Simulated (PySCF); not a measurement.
An element was calculated at PBE (PySCF 2.14, ECP, a quadruple-zeta basis, no spin-orbit coupling), in the ground configurations that NIST lists.

```
first ionisation energy    : 9.115 eV
second ionisation energy   : 17.461 eV
third ionisation energy    : 37.639 eV
polarisability of the atom : 46.6 bohr³
```

Which element is it?

Cadmium (Cd, Z = 48), in def2-QZVPPD with the def2 core potential (28 electrons). NIST lists 8.994, 16.908, 37.468 ± 0.006 eV for these ionisation energies.
